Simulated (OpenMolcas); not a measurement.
Computed levels of V2+

```yaml
Program: OpenMolcas 26.06
Method: RASSCF
Basis: ANO-RCC-VTZP [6s5p3d2f1g]
Scalar_Hamiltonian: DKH2, point nucleus
Active_space: 3 electrons in 9 orbitals (RAS2 3d 4s; RAS3 4p, at most 2 electrons)
State_averaging: 2S+1 = 4 even, 20 roots; 2S+1 = 2 even, 65 roots kept (CI in the orbitals of an earlier block); 2S+1 = 4 odd, 30 roots; 2S+1 = 2 odd, 72 roots kept (CI in the orbitals of an earlier block)
Spin-orbit_coupling: RASSI with atomic mean-field integrals over the reference wave functions, term energies averaged over their components
```

Spin-free terms above the lowest, with the occupations of the reference:

```json
{"Configuration": "3d³", "Term": "⁴F", "E (cm⁻¹)": "0.0", "Occupations": "3d 3.00"}
{"Configuration": "3d³", "Term": "⁴P", "E (cm⁻¹)": "14994", "Occupations": "3d 3.00"}
{"Configuration": "3d³", "Term": "²G", "E (cm⁻¹)": "15177", "Occupations": "3d 3.00"}
{"Configuration": "3d³", "Term": "²P", "E (cm⁻¹)": "19947", "Occupations": "3d 3.00"}
{"Configuration": "3d³", "Term": "²H", "E (cm⁻¹)": "20349", "Occupations": "3d 3.00"}
{"Configuration": "3d³", "Term": "²D(1)", "E (cm⁻¹)": "21643", "Occupations": "3d 3.00"}
{"Configuration": "3d³", "Term": "²F", "E (cm⁻¹)": "35194", "Occupations": "3d 3.00"}
{"Configuration": "3d² 4s", "Term": "⁴F", "E (cm⁻¹)": "45744", "Occupations": "3d 2.00 4s 1.00"}
{"Configuration": "3d² 4s", "Term": "²F", "E (cm⁻¹)": "52180", "Occupations": "3d 2.00 4s 1.00"}
{"Configuration": "3d³", "Term": "²D(2)", "E (cm⁻¹)": "54843", "Occupations": "3d 2.99"}
{"Configuration": "3d² 4s", "Term": "²D", "E (cm⁻¹)": "60239", "Occupations": "3d 2.00 4s 1.00"}
{"Configuration": "3d² 4s", "Term": "⁴P", "E (cm⁻¹)": "60747", "Occupations": "3d 2.00 4s 1.00"}
{"Configuration": "3d² 4s", "Term": "²P", "E (cm⁻¹)": "67212", "Occupations": "3d 2.00 4s 1.00"}
{"Configuration": "3d² 4s", "Term": "²G", "E (cm⁻¹)": "67445", "Occupations": "3d 2.00 4s 1.00"}
{"Configuration": "3d² 4p", "Term": "⁴G°", "E (cm⁻¹)": "80434", "Occupations": "3d 2.00 4p 1.00"}
{"Configuration": "3d² 4p", "Term": "⁴F°", "E (cm⁻¹)": "81294", "Occupations": "3d 2.00 4p 1.00"}
```

With spin-orbit coupling, above the lowest level:

```
Configuration   Term     J  E (cm⁻¹)  Measured (cm⁻¹)  Term weight %
          3d³     ⁴F   3/2       0.0              0.0            100
          3d³     ⁴F   5/2       161              146            100
          3d³     ⁴F   7/2       383              342            100
          3d³     ⁴F   9/2       663              584            100
          3d³     ⁴P   1/2     15211            11514            100
          3d³     ⁴P   3/2     15288            11592             99
          3d³     ²G   7/2     15420            11966            100
          3d³     ⁴P   5/2     15468            11770            100
          3d³     ²G   9/2     15662            12187            100
          3d³     ²P   1/2     20217            15580            100
          3d³     ²P   3/2     20326            15550             94
          3d³     ²H   9/2     20640            16811            100
          3d³     ²H  11/2     20829            16978            100
          3d³  ²D(1)   3/2     21956            16330             94
          3d³  ²D(1)   5/2     22150            16375            100
          3d³     ²F   7/2     35535            27728            100
          3d³     ²F   5/2     35638            27847            100
       3d² 4s     ⁴F   3/2     45746            43942            100
       3d² 4s     ⁴F   5/2     45903            44110            100
       3d² 4s     ⁴F   7/2     46125            44346            100
       3d² 4s     ⁴F   9/2     46410            44647            100
       3d² 4s     ²F   5/2     52311            49328            100
       3d² 4s     ²F   7/2     52755            49805            100
          3d³  ²D(2)   5/2     55180            42267            100
          3d³  ²D(2)   3/2     55313            42371            100
       3d² 4s     ²D   5/2     60525            56160             87
       3d² 4s     ²D   3/2     60595            56257             95
       3d² 4s     ⁴P   1/2     60970            56529            100
       3d² 4s     ⁴P   3/2     61093            56669             95
       3d² 4s     ⁴P   5/2     61334            56922             87
       3d² 4s     ²P   1/2     67469            61579            100
       3d² 4s     ²P   3/2     67670            61777            100
       3d² 4s     ²G   9/2     67832            63303            100
       3d² 4s     ²G   7/2     67832            63315            100
       3d² 4p    ⁴G°   5/2     80188            85524             99
       3d² 4p    ⁴G°   7/2     80485            85876             99
       3d² 4p    ⁴G°   9/2     80856            86306            100
       3d² 4p    ⁴F°   3/2     81220            86717             99
       3d² 4p    ⁴G°  11/2     81293            86809            100
       3d² 4p    ⁴F°   5/2     81412            86938             99
```

Against the 39 measured excited levels shown (Sugar and Corliss, J. Phys. Chem. Ref. Data 7, 1191 (1978)) the mean absolute deviation is 4500 cm-1; the largest miss in energy is 3d³ ²D_3/2(2): computed 55313, measured 42371 cm⁻¹ (+30.5 %). Levels of one J stand in another order than measured, so their pairing by name is doubtful.

Spin-orbit coupling puts the lowest level 385 cm⁻¹ below the lowest spin-free term.

For ⁴F the intervals divided by the larger J are 64.5, 63.4, 62.1 cm-1. Landé's interval rule makes them equal in pure LS coupling; they differ by 4 % of their mean. The multiplet is regular.

Without dynamic correlation excited terms often stand tens of per cent too high (terms of higher spin than the ground term too low), and those without a measured partner can miss by more than the paired ones. Some levels mix across a computed gap that differs much from the measured one, so their mixing is not that of the real levels. Terms from blocks run as CI alone lack orbitals of their own. A single d shell beside an s shell can misplace configurations of different d count against each other. Measured partners are found by configuration, term and J. A level has none where our copy of the source lacks it or the pairing is in doubt (some pairs that miss far off the trend of their configuration count as doubtful), and it then counts in no deviation. Only configurations of the active space appear. The first state left out of the spin-orbit step lies near 130000 cm-1 above the lowest spin-free state of the reference (among the parities and spins computed), and the list stops at four fifths of that energy or lower. The table shows the lowest 40 of 76 levels.

The RASSCF and RASSI steps took 90 s on 1 thread of Arm Neoverse V1, with other jobs on the host; the integral step is not counted.

The term weight is that of the spin-free term in the level, not the purity of its configuration. A number in round brackets counts repeated terms of one configuration in the order of the reference energies. ° marks odd parity.
